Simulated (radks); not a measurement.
Results of a calculation; reference values are marked as such.
Question: The mean radii <r> (bohr) of the occupied orbitals of an atom or ion are listed with their occupations. Level of theory: scalar-relativistic Kohn-Sham, PBE, spin-polarised, spherical densities, finite nucleus; Fermi nuclear charge, rms radius of each element as measured or else 0.836 A^(1/3) + 0.57 fm (a radial shooting solver on a logarithmic mesh with Libxc functionals).

| orbital | occ. | <r> |
|---|---|---|
| 1s up | 1 | 0.01632 |
| 1s down | 1 | 0.01632 |
| 2s up | 1 | 0.06876 |
| 2s down | 1 | 0.06876 |
| 2p up | 3 | 0.06235 |
| 2p down | 3 | 0.06235 |
| 3s up | 1 | 0.1776 |
| 3s down | 1 | 0.1776 |
| 3p up | 3 | 0.1793 |
| 3p down | 3 | 0.1793 |
| 3d up | 5 | 0.1624 |
| 3d down | 5 | 0.1624 |
| 4s up | 1 | 0.3917 |
| 4s down | 1 | 0.3917 |
| 4p up | 3 | 0.4176 |
| 4p down | 3 | 0.4176 |
| 4d up | 5 | 0.4398 |
| 4d down | 5 | 0.4398 |
| 5s up | 1 | 0.8775 |
| 5s down | 1 | 0.8773 |
| 4f up | 7 | 0.4677 |
| 4f down | 7 | 0.4676 |
| 5p up | 3 | 1.008 |
| 5p down | 3 | 1.006 |
| 5d up | 5 | 1.367 |
| 5d down | 5 | 1.356 |
| 6s up | 1 | 2.271 |

Name the element and its charge. Open shells, if any, are filled with parallel spins first.

Answer: Z = 81, thallium, charge +2: Tl2+ in [Xe] 4f14 5d10 6s1. The 1s radius gives Z: for a bare nucleus <r> = (2 gamma + 1)/(2Z) with gamma = sqrt(1 - (Z/c)^2), 0.01613 bohr for Z = 81, and screening makes it slightly larger (0.01632 here). The occupations add up to 79, and the charge is Z minus that.
